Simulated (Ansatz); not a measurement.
BaCl₂, charge +1, doublet, at a GFN2-xTB geometry (such geometries of metal compounds can be far from the true shape) (a state made from the parent by changing its charge; the spin is typed, not shown lowest) (core potentials on Ba); Ansatz (a quantum-chemistry and plane-wave program) with BHLYP/def2-SVP.

Input for Ansatz:
Ansatz 0.2 input:
```yaml
crystal:
  periodic: [false, false, false]
  atoms:
    - {symbol: Ba, position_ang: [0.44228430, 0.52411127, 0.57675849]}
    - {symbol: Cl, position_ang: [0.23375230, -0.64466575, -1.88645350]}
    - {symbol: Cl, position_ang: [-1.69068882, -1.08181843, -0.01345681]}
basis:
  gaussian:
    orbitals: def2-SVP
hamiltonian:
  xc: {name: BHLYP}
total_charge: 1
magnetization: {spin_polarized: true, initial_magnetization: 1}
accuracy: high
```

Q: Predict the main parts of the log of this Ansatz run.

A: 
```
Functional definition: BHLYP
1155 factors; integrals over basis functions are off by at most 9.6e-8 eV
mean field evaluation 1: about -25721.1871 eV, gradient 2.3e1 eV
mean field evaluation 2: about -25722.9510 eV, gradient 1.7e1 eV
mean field evaluation 4: about -25724.4806 eV, gradient 8.6e-1 eV
mean field evaluation 8: about -25724.6982 eV, gradient 9.8e-2 eV
mean field evaluation 16: about -25724.6983 eV, gradient 3.6e-4 eV
mean field -25724.69832928 eV, -945.3652267744 hartree, gradient 3.6e-8 eV, S^2 0.758340; 1 other end points of the search recorded, 0 dependent functions left out
reference -25724.69835233 eV, -945.3652276215 hartree; 22, 21 occupied and 44, 45 virtual orbitals, 1155 factors
Total energy: -25724.69835233 eV, -945.3652276215 hartree
```
